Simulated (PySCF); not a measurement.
## Radial density of Cr+ (chromium, charge +1)

UHF, [Ar] 3d5, high-spin 6S determinant. Computed with PySCF 2.14 in aug-cc-pVDZ (7s6p4d2f, 59 functions), with the non-relativistic Hamiltonian (point nucleus).

```tsv
r (bohr)	4πr²ρ (e/bohr)	4πr²(ρα − ρβ)
0.000867	0.08441	0.0000
0.00146	0.2321	0.0000
0.00245	0.6262	0.0000
0.00413	1.635	-0.0001
0.00694	4.042	-0.0002
0.0117	9.117	-0.0004
0.0196	17.65	-0.0007
0.0330	26.60	-0.0009
0.0556	27.55	0.0000
0.0935	21.89	0.0074
0.157	28.00	0.0711
0.264	27.62	0.4797
0.445	11.00	1.8392
0.748	13.45	3.4619
1.26	7.506	2.8479
2.12	1.308	0.9853
3.56	0.1173	0.1145
5.99	0.001962	0.0020
```
